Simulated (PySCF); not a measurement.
All values below come from PySCF with PBE-D3(BJ)/def2-TZVP // TPSS-D3(BJ)/def2-SVP. All species are isolated molecules in the gas phase. One relaxed conformer stands for a flexible species; it need not be the lowest. 

Reference species: [Zn(Cl)2] (neutral, multiplicity 1).

- LUMO = -2.71 eV
- charge on the central atom (Mulliken) = 0.54 e
- coordination number = 2

Changed species: [Zn(CH3)2] (2 of 2 Cl replaced by CH3; the reference has 0 of 2 Cl replaced by CH3).

**Question.** Predict the effect on the LUMO, charge on the central atom (Mulliken) and coordination number.

**Answer.** the LUMO increases by 2.16 eV, to -0.55 eV; the charge on the central atom (Mulliken) drops by 0.23 e, to 0.31 e; the coordination number stays essentially unchanged.
